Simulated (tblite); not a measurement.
C6H3O (doublet state).
Atom-mapped SMILES: `[CH:1]#[C:2][c:3]1[c:4][cH:5][o:6][cH:7]1` (hydrogens: H8 on C1; H9 on C5; H10 on C7)

All values are computed: GFN2-xTB (tblite) harmonic vibrations without scaling, gas phase. Errors from tens to a few hundred cm⁻¹ against measured bands are possible. Open shells enter through the occupations alone, without spin polarisation, and single modes of such species can be off by tens of per cent.

Harmonic wavenumbers (cm⁻¹): 145.8, 152.2, 389.6, 441.5, 543.4, 569.6, 581.8, 664.1, 667.2, 709.8, 763.3, 821.0, 966.0, 1027.7, 1123.1, 1160.0, 1236.2, 1303.6, 1470.4, 1552.3, 2261.0, 3165.3, 3192.4, 3400.7.

A = 10634, B = 1920, C = 1626 MHz; mass 91.018 u (most abundant isotopes); point group Cs, symmetry number 1; spin multiplicity 2.

Zero-point energy?

½Σν̃ = 14154 cm⁻¹ = 40.47 kcal/mol.

Give the ideal-gas entropy at 500 K and 1 bar in the rigid-rotor, harmonic-oscillator model (classical rotation).

Translation 42.03, rotation 28.21, vibration 21.23, spin (R ln 2) 1.38: S = 92.9 cal/(mol K).

And Cp and H(500 K) − H(0)?

Cp = 33.64 cal/(mol K), of which vibrations give 25.69 (their classical limit is 24 R = 47.7); H(500 K) − H(0) = 10.18 kcal/mol without the zero-point energy, 6.20 from vibrations.

How do the functions run with temperature in this model?

| T (K) | S (cal/(mol K)) | Cp (cal/(mol K)) | H − H(0) (kcal/mol) | G − H(0) (kcal/mol) | ln q(vib) |
| --- | --- | --- | --- | --- | --- |
| 150 | 65.6 | 13.9 | 1.54 | -8.30 | 0.61 |
| 250 | 74.2 | 20.5 | 3.25 | -15.29 | 1.51 |
| 298.15 | 78.1 | 23.6 | 4.32 | -18.96 | 2.02 |
| 400 | 85.8 | 29.3 | 7.02 | -27.31 | 3.21 |
| 600 | 99.3 | 37.0 | 13.72 | -45.86 | 5.69 |
| 900 | 115.6 | 43.4 | 25.88 | -78.20 | 9.33 |

q(vib) and H(0) count from the zero-point level.

What must be added to the electronic energy to get the Gibbs energy at 500 K and 1 bar?

ZPE + [H(500 K) − H(0)] − T·S = 40.47 + 10.18 − 46.43 = 4.22 kcal/mol.

Which modes carry the vibrational entropy at 500 K?

145.8 cm⁻¹: 3.73; 152.2 cm⁻¹: 3.64; 389.6 cm⁻¹: 1.86; 441.5 cm⁻¹: 1.64; 543.4 cm⁻¹: 1.29; 569.6 cm⁻¹: 1.21 cal/(mol K); the other 18 give 7.85 together.

Blend soft modes into free rotors: weight 1/[1 + (100 cm⁻¹/ν̃)⁴] for the oscillator and the rest for a rotor with moment μB/(μ + B), μ = h/(8π²ν), B = 10⁻⁴⁴ kg m². What vibrational entropy results?

20.99 cal/(mol K) in place of 21.23, which changes −T·S at 500 K by +0.12 kcal/mol.

Hindered rotation and anharmonicity are outside this model.
